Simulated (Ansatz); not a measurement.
A geometry relaxed with PBE0-D4/def2-TZVP (Ansatz, a first-principles code), charge 0, multiplicity 1:

```xyz
4

Cl    -1.9835    -1.0916    -0.0436
In    -0.0018     0.0442    -0.0017
F     -0.0802     1.9676    -0.0751
Cl     2.0654    -0.9203     0.1204
```

**Question.** Write the SMILES of this molecule.

**Answer.** `[F][In]([Cl])[Cl]`
